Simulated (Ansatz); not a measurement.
A nudged elastic band was laid between two geometries of BrH + ClH3HfO3 (10 atoms, charge 0, multiplicity 1).

Method: RKS PBE0/def2-SVP (Ansatz).

```
movable images  : 5
climbing image  : yes
spring          : 5.0 eV/Å²
optimiser       : quadratic models (default)
start path      : through a guess of the saddle point
force threshold : 0.05 eV/Å
iteration limit : 60
end points      : relaxed
```

First end point:

```xyz
10
Properties=species:S:1:pos:R:3
Hf -0.215 -0.358 0.120
Cl 0.013 0.006 2.493
O 1.527 -0.532 -0.648
H 2.374 -0.501 -1.088
O -1.146 1.128 -0.642
H -1.505 1.896 -1.082
O -1.214 -1.968 -0.162
H -1.691 -2.745 -0.445
Br 1.961 3.116 1.667
H 1.256 2.004 2.241
```

Last end point:

```xyz
10
Properties=species:S:1:pos:R:3
Hf 0.277 0.450 -0.457
Cl -0.285 -0.542 3.796
O 1.692 -0.274 -1.528
H 2.301 -0.778 -2.064
O -0.996 1.393 -1.536
H -1.717 1.710 -2.076
O -0.578 -0.924 0.549
H -0.870 -1.417 1.319
Br 1.247 2.017 1.322
H 0.288 0.414 3.128
```

Question: Which bonds break or form, and what moves?

Answer: Bonds broken: Hf1–Cl2, Br9–H10. Bonds formed: Hf1–Br9, Cl2–H10. BrH + ClH3HfO3 becomes BrH3HfO3 + ClH.

Question: What energy profile does the band end with?

Answer: It converged. The highest image is number 3 of 0 to 6, 0.34 eV above the first end and 0.27 eV above the last; the last end lies 0.07 eV above the first. A structure lower than the last end lies on the path between it and the top, so the climb from that side starts below the end, which may itself be a saddle point or a shallow side well. A vibrational analysis at the climbing image gives one clearly imaginary mode, 105i cm⁻¹: a first-order saddle point. The orbitals stay closed-shell, which can raise the energy where a bond breaks towards radicals; this wasn't checked here.

```tsv
image	path coordinate (Å)	energy (eV)	Hf1–Cl2 (Å)	Br9–H10 (Å)	Hf1–Br9 (Å)
0	0.00	0.00	2.41	1.44	4.38
1	0.75	0.07	2.43	1.44	3.73
2	1.49	0.20	2.49	1.47	3.17
3	2.24	0.34	2.68	1.76	2.82
4	3.94	0.15	3.10	2.22	2.64
5	5.63	0.06	4.22	2.59	2.56
6	7.33	0.07	4.40	2.60	2.56
```

Question: What is the geometry of the highest image?

Answer: 
```xyz
10
Properties=species:S:1:pos:R:3
Hf 0.133 0.172 0.139
Cl -0.119 0.061 2.806
O 1.652 -0.295 -0.922
H 2.225 -0.676 -1.584
O -1.045 1.317 -0.834
H -1.606 1.676 -1.518
O -0.823 -1.487 0.195
H -1.322 -2.287 0.342
Br 1.542 2.301 1.336
H 0.723 1.266 2.494
```

The band took 28 iterations and of the order of 20 core-minutes.

Time of the run: 5.5 min on 4 threads of Intel(R) Xeon(R) 6975P-C (Granite Rapids), on a shared host, peak memory 0.5 GiB.
